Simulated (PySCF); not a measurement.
Stepwise substitution at one centre (Al OH-SiH3). Gas-phase values, no solvent. One relaxed conformer stands for each flexible species; it need not be the lowest. Strings in code marks are SMILES.

The S1–T1 gap (TDA) from two functionals at the same geometries (B3LYP-D3(BJ)/def2-TZVP), both in PySCF: PBE-D3(BJ)/def2-TZVP and B3LYP-D3(BJ)/def2-TZVP. B3LYP has the VWN-RPA correlation part, as in Gaussian. Excitations are Tamm–Dancoff values on a coarser integration grid. The basis has no diffuse functions, so Rydberg states are missing or too high.

```
species                                                                         B3LYP-D3(BJ)/def2-TZVP (eV)
------------------------------------------------------------------------------  ---------------------------
0 of 3 OH replaced by SiH3 (`[OH][Al]([OH])[OH]`)                                                      0.31
2 of 3 OH replaced by SiH3 (`[OH][Al]([SiH3])[SiH3]` (H–O–Al–Si torsion 180°))                         0.59
3 of 3 OH replaced by SiH3 (`[SiH3][Al]([SiH3])[SiH3]`)                                                0.51
```

Task: What does PBE-D3(BJ)/def2-TZVP give for each?

Result: 
- 0 of 3 OH replaced by SiH3 (`[OH][Al]([OH])[OH]`): 0.24
- 2 of 3 OH replaced by SiH3 (`[OH][Al]([SiH3])[SiH3]` (H–O–Al–Si torsion 180°)): 0.59
- 3 of 3 OH replaced by SiH3 (`[SiH3][Al]([SiH3])[SiH3]`): 0.51
Over these rows, drawn at random from the members with no instability flagged (it was tested for open shells, ions and some series alone), PBE minus B3LYP-D3(BJ): mean -0.02 eV, from -0.07 eV to 0.00 eV.
